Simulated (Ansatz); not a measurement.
This geometry of C$_{2}$H$_{8}$BrNSi (13 atoms, charge 0, multiplicity 1) is a first-order saddle point.

Level of theory: RKS PBE0/def2-SVP (Ansatz 0.2.0).

```xyz
13
Properties=species:S:1:pos:R:3
C -1.393 0.142 -0.581
C -0.059 -0.483 -0.188
N -0.142 -1.055 1.123
Si 1.288 0.855 -0.219
Br 3.185 -0.025 0.595
H -2.191 -0.620 -0.545
H -1.370 0.546 -1.605
H -1.677 0.954 0.109
H 0.196 -1.237 -0.966
H 0.686 -1.371 1.604
H -1.018 -1.083 1.618
H 1.598 1.347 -1.597
H 0.917 1.997 0.666
```

Q: Which two structures does it join? (They come from a converged band through this point; their orientation in space is the band's.)

A: No bond is made or broken. The height of N3 over the plane of its neighbours goes from -0.38 to 0.38 Å.

Initial state:

```xyz
13
Properties=species:S:1:pos:R:3
C -1.396 0.192 -0.573
C -0.084 -0.430 -0.105
N -0.200 -0.865 1.276
Si 1.293 0.863 -0.215
Br 3.187 -0.042 0.576
H -2.211 -0.551 -0.532
H -1.335 0.550 -1.613
H -1.688 1.032 0.076
H 0.185 -1.242 -0.818
H 0.665 -1.296 1.598
H -0.933 -1.568 1.370
H 1.547 1.255 -1.633
H 0.990 2.067 0.608
```

Final state:

```xyz
13
Properties=species:S:1:pos:R:3
C -1.432 0.108 -0.643
C -0.107 -0.489 -0.183
N -0.271 -1.152 1.105
Si 1.264 0.831 -0.172
Br 3.152 -0.134 0.561
H -2.211 -0.671 -0.638
H -1.364 0.527 -1.659
H -1.768 0.914 0.031
H 0.197 -1.258 -0.917
H 0.606 -1.574 1.409
H -0.532 -0.479 1.825
H 1.561 1.432 -1.507
H 0.925 1.911 0.804
```

Q: How far does it lie above each of them?

A: 4.7 kcal/mol above the first and 4.6 kcal/mol above the second. This is the barrier of this one path; another mechanism may lie lower.

Time of the run: 3.7 min on 2 threads of Intel(R) Xeon(R) Platinum 8488C (Sapphire Rapids), on a shared host, peak memory 0.4 GiB.
